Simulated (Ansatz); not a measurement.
Abridged output of a molecular run in Ansatz:

```
Functional definition: HF
1180 factors; integrals over basis functions are off by at most 1.0e-3 eV
mean field evaluation 1: about -54499.3080 eV, gradient 4.5e1 eV
mean field evaluation 2: about -54499.3916 eV, gradient 4.5e1 eV
mean field evaluation 4: about -54503.7227 eV, gradient 3.2e0 eV
mean field evaluation 8: about -54503.7694 eV, gradient 1.9e-1 eV
mean field -54503.76964877 eV, -2002.9765906104 hartree, gradient 1.8e-6 eV, S^2 0.000000; 0 other end points of the search recorded, 0 dependent functions left out
24 core orbitals not correlated: weight in the atoms' cores, before any rotation towards them, 1.000 or more for the frozen orbitals, at most 0.000 for the correlated occupied ones
reference -54503.76964877 eV, -2002.9765906104 hartree; 25, 25 occupied and 79, 79 virtual orbitals, 1180 factors
second order -31.55576130 eV of doubles, -0.00000000 eV of singles
cycle   1  -32.05969841 eV  change   -5.0e-1 eV  update   1.2e-1
cycle   2  -32.66249528 eV  change   -6.0e-1 eV  update   3.2e-2
cycle   3  -32.80517771 eV  change   -1.4e-1 eV  update   1.6e-2
cycle   4  -32.79958874 eV  change    5.6e-3 eV  update   3.2e-3
cycle   5  -32.79746482 eV  change    2.1e-3 eV  update   1.5e-3
cycle   6  -32.79761384 eV  change   -1.5e-4 eV  update   4.3e-4
cycle   7  -32.79744344 eV  change    1.7e-4 eV  update   1.4e-4
cycle   8  -32.79738026 eV  change    6.3e-5 eV  update   4.1e-5
cycle   9  -32.79740092 eV  change   -2.1e-5 eV  update   1.2e-5
perturbative correction -0.71575845 eV, -0.0263036380 hartree
Total energy: -54537.28280815 eV, -2004.2081765015 hartree
```

Its atoms:

Cartesian coordinates in Å:
```
F -1.430 1.022 -0.850
C -0.811 0.559 0.244
F -1.703 -0.156 0.941
F -0.467 1.616 0.991
Si 0.732 -0.504 -0.220
Cl 1.999 0.666 -1.266
Cl 1.583 -1.141 1.495
Cl 0.098 -2.062 -1.336
```

Which basis set was used?
A. cc-pV(T+d)Z
B. def2-SVPD
C. def2-SVP
D. def2-QZVPP

C. It gives 128 functions.

Write the keys of the input that set method, charge and spin (a neutral closed shell needs none for the last two).


```yaml
correlation: {method: ccsd_t}
```
